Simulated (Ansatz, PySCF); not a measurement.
Gas-phase reaction in SMILES: [SiH2](N)[SiH2]N -> N[SiH2][SiH2][NH] + H atom (the H-N bond breaks)

Wanted: bond dissociation energy (enthalpy at 298 K), in kcal/mol. Set-up: frozen cores in correlated levels; LANL2DZ with its own core potentials from Na on; non-relativistic; 6-311+G** with 5d, 6d on Na to Ar in Ansatz (a program for electronic structure); six Cartesian d functions in 6-31G* and its kin unless marked 5d; open shells spin-unrestricted; dispersion terms only where a functional's name holds one; spin-orbit terms left out. CBS(X,Y): correlation extrapolated as X^-3; Hartree-Fock from the larger set. First-principles rows: single points at B3LYP-D3(BJ) geometries (Ansatz), with unscaled harmonic terms from B3LYP/6-31G* (Ansatz) at its own minima.

Coupled cluster (Ansatz) is a level with limits of its own, used here on species with T1 under 0.025 (0.045 for open shells) and stable references: CCSD(T)/CBS(cc-pV(T+d)Z,cc-pV(Q+d)Z).

Value to compare with, CCSD(T)/CBS(cc-pV(T+d)Z,cc-pV(Q+d)Z) (Ansatz): 109.0 kcal/mol.

```json
[
 {"level": "HF/LANL2DZ", "program": "Ansatz", "bond dissociation energy (enthalpy at 298 K) (kcal/mol)": "85.1", "difference": "-23.9"},
 {"level": "PBE/STO-3G", "program": "Ansatz", "bond dissociation energy (enthalpy at 298 K) (kcal/mol)": "113.8", "difference": "4.8"},
 {"level": "PBE/6-311+G**", "program": "Ansatz", "bond dissociation energy (enthalpy at 298 K) (kcal/mol)": "101.0", "difference": "-8.0"},
 {"level": "BLYP/6-31G*", "program": "Ansatz", "bond dissociation energy (enthalpy at 298 K) (kcal/mol)": "97.2", "difference": "-11.8"},
 {"level": "BP86/6-31G* (5d)", "program": "PySCF", "bond dissociation energy (enthalpy at 298 K) (kcal/mol)": "101.4", "difference": "-7.6"},
 {"level": "B3LYP/3-21G", "program": "Ansatz", "bond dissociation energy (enthalpy at 298 K) (kcal/mol)": "107.6", "difference": "-1.4"},
 {"level": "B3LYP/LANL2DZ", "program": "Ansatz", "bond dissociation energy (enthalpy at 298 K) (kcal/mol)": "108.3", "difference": "-0.7"},
 {"level": "B3LYP/6-31G*", "program": "Ansatz", "bond dissociation energy (enthalpy at 298 K) (kcal/mol)": "101.8", "difference": "-7.2"},
 {"level": "B3LYP/def2-SVP", "program": "Ansatz", "bond dissociation energy (enthalpy at 298 K) (kcal/mol)": "103.5", "difference": "-5.5"},
 {"level": "MP2/STO-3G", "program": "Ansatz", "bond dissociation energy (enthalpy at 298 K) (kcal/mol)": "101.7", "difference": "-7.3"},
 {"level": "MP2/3-21G", "program": "Ansatz", "bond dissociation energy (enthalpy at 298 K) (kcal/mol)": "102.8", "difference": "-6.2"},
 {"level": "MP2/LANL2DZ", "program": "Ansatz", "bond dissociation energy (enthalpy at 298 K) (kcal/mol)": "103.8", "difference": "-5.2"},
 {"level": "MP2/6-311+G**", "program": "Ansatz", "bond dissociation energy (enthalpy at 298 K) (kcal/mol)": "108.6", "difference": "-0.4"},
 {"level": "B3PW91/6-31G* (5d)", "program": "PySCF", "bond dissociation energy (enthalpy at 298 K) (kcal/mol)": "102.0", "difference": "-7.0"},
 {"level": "B3LYP/def2-TZVPD", "program": "Ansatz", "bond dissociation energy (enthalpy at 298 K) (kcal/mol)": "102.5", "difference": "-6.5"}
]
```

Among the 14 habitual levels, HF/LANL2DZ lies farthest from CCSD(T)/CBS(cc-pV(T+d)Z,cc-pV(Q+d)Z) (Ansatz) (-23.9 kcal/mol); 1 of 14 lie above it, and their mean absolute difference is 6.9 kcal/mol, the median 6.6. One case shows no general order.

The levels are drawn from those run, B3LYP/6-31G* more often than the rest, none by its result; left out are runs that failed, that the program found above a lower state of the same kind, or whose <S^2> lies over 0.5 above the pure value.
